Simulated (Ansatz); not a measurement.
Ansatz (a program for electronic structure) input (CCSD(T)/def2-SVPD):

Ansatz 0.2 input:
```yaml
crystal:
  periodic: [false, false, false]
  atoms:
    - {symbol: Cl, position_ang: [-0.00000000, -0.00000000, -2.25495647]}
    - {symbol: I, position_ang: [0.00000000, 0.00000000, 0.72328792]}
basis:
  gaussian:
    orbitals: def2-SVPD
total_charge: -1
magnetization: {spin_polarized: true, initial_magnetization: 1}
correlation: {method: ccsd_t, electrons: outside_noble_gas}
output: {forces: true}
```

Output:

```
Functional definition: HF
integrals: 0.06 GiB planned
687 factors; integrals over basis functions are off by at most 2.2e-4 eV
mean field: 0.23 GiB planned
mean field evaluation 1: about -20573.9232 eV, gradient 7.1e0 eV
mean field evaluation 2: about -20573.9979 eV, gradient 6.9e0 eV
mean field evaluation 4: about -20574.3556 eV, gradient 8.3e-1 eV
mean field evaluation 8: about -20574.3794 eV, gradient 4.2e-2 eV
mean field evaluation 16: about -20574.2322 eV, gradient 3.0e0 eV
mean field evaluation 32: about -20570.0148 eV, gradient 1.2e1 eV
mean field evaluation 64: about -20572.7139 eV, gradient 4.6e-3 eV
mean field evaluation 96: about -20573.0941 eV, gradient 1.1e-1 eV
mean field evaluation 128: about -20571.7572 eV, gradient 1.2e0 eV
mean field -20574.37942537 eV, -756.0944980670 hartree, gradient 1.4e-6 eV, S^2 0.765744; 5 other end points of the search recorded, 0 dependent functions left out
determinant -20574.37942537 eV, -756.0944980670 hartree, with singles and doubles -20581.89055815 eV, -756.3705271055 hartree
determinant -20573.09492365 eV, -756.0472934994 hartree, with singles and doubles -20580.52000627 eV, -756.3201602529 hartree
determinant -20572.71389696 eV, -756.0332910270 hartree, with singles and doubles -20580.38378077 eV, -756.3151540582 hartree
determinant -20570.93555499 eV, -755.9679381651 hartree, with singles and doubles -20578.75956547 eV, -756.2554652468 hartree
14 core orbitals not correlated
reference -20574.37942537 eV, -756.0944980670 hartree; 8, 7 occupied and 40, 41 virtual orbitals, 687 factors
densities: 0.22 GiB planned
second order -6.88643138 eV of doubles, -0.00000000 eV of singles
coupled cluster: 0.18 GiB planned
cycle   1  -7.51191835 eV  change   -7.9e-4 eV  update   1.5e-3
cycle   2  -7.51225963 eV  change   -3.4e-4 eV  update   1.0e-3
cycle   3  -7.51240486 eV  change   -1.5e-4 eV  update   6.5e-4
cycle   4  -7.51237841 eV  change    2.6e-5 eV  update   1.8e-4
cycle   5  -7.51250472 eV  change   -1.3e-4 eV  update   5.9e-5
cycle   6  -7.51256641 eV  change   -6.2e-5 eV  update   1.5e-5
cycle   7  -7.51257706 eV  change   -1.1e-5 eV  update   6.3e-6
cycle   8  -7.51257437 eV  change    2.7e-6 eV  update   2.1e-6
cycle   9  -7.51257371 eV  change    6.6e-7 eV  update   5.7e-7
perturbative correction -0.20732018 eV, -0.0076188763 hartree
the calculation of the forces begins
Total energy: -20582.09931926 eV, -756.3781989347 hartree
Atom 0 at    -0.000000    -0.000000    -2.254956 Å, force     0.000000    -0.000000     0.093992 eV/Å
Atom 1 at     0.000000     0.000000     0.723288 Å, force     0.000000    -0.000000    -0.093992 eV/Å
Dipole moment:    -0.000000     0.000000     0.931559 e Å
```
